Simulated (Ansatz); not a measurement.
Geometry optimisation, UHF/def2-SVP (Ansatz).

The input (input.yaml):

```yaml
crystal:
  periodic: [false, false, false]
  atoms:
    - { symbol: Zr, position_ang: [0.0, 0.0, 0.0] }
    - { symbol: Cl, position_ang: [0.0, 0.0, 2.77] }
    - { symbol: Cl, position_ang: [2.3764, 0.0, -0.8392] }
    - { symbol: "N", position_ang: [-1.0409, 1.8034, -0.7359] }
    - { symbol: H, position_ang: [-2.061, 1.7482, -1.0186] }
    - { symbol: H, position_ang: [-0.5204, 2.7241, -0.8065] }
    - { symbol: "N", position_ang: [-1.0409, -1.8034, -0.7359] }
    - { symbol: H, position_ang: [-1.5759, -2.4197, -0.0595] }
    - { symbol: H, position_ang: [-1.0055, -2.0526, -1.7656] }
    - { symbol: F, position_ang: [0.0, 0.0, 4.57] }
magnetization:
  spin_polarized: true
  initial_magnetization: 1
basis:
  gaussian: { orbitals: def2-SVP }
hamiltonian:
  xc: hf
relax:
  f_tol: 0.15
  max_steps: 25
  restrain:
    - { distance: [1, 9], at: 2.7, k: 30.0 }
    - { distance: [0, 1], at: 2.52, k: 30.0 }
```

Command:

```bash
$ ansatz run input.yaml --threads 4 --pin off --max-ram 5120MiB --backend cpu --events-out ev --progress --plain --runs-dir out
```

Question: Where does it end, and by what steps?

Answer: It converged. The restraints hold the end off the free minimum; the threshold counts their pulls, which the force column leaves out. Restrained pairs: Cl2–F10 (1.80 → 2.71 Å), Zr1–Cl2 (2.77 → 2.49 Å). After 7 steps the energy has fallen by 3.908 eV (the restraints' own energy left out); F10 moved furthest, 0.57 Å.

```csv
step,energy less start (eV),largest force component (eV/Å),accepted
0,0.0000,7.870,yes
1,-2.3318,4.360,yes
2,-3.4903,1.443,yes
3,-3.7879,1.594,yes
4,-3.8920,1.262,yes
5,-3.9002,1.246,yes
6,-3.9049,1.251,yes
7,-3.9082,1.251,yes
```

```xyz
10
Properties=species:S:1:pos:R:3
Zr 0.005 -0.003 -0.056
Cl -0.015 -0.082 2.431
Cl 2.228 0.066 -0.955
N -0.974 1.614 -0.751
H -1.881 1.616 -1.184
H -0.632 2.561 -0.721
N -1.022 -1.602 -0.721
H -1.548 -2.233 -0.137
H -1.041 -1.948 -1.666
F 0.011 0.011 5.139
```

Time of the run: 38 s on 4 threads of Arm Neoverse V2 (shared host), peak memory 0.47 GiB.
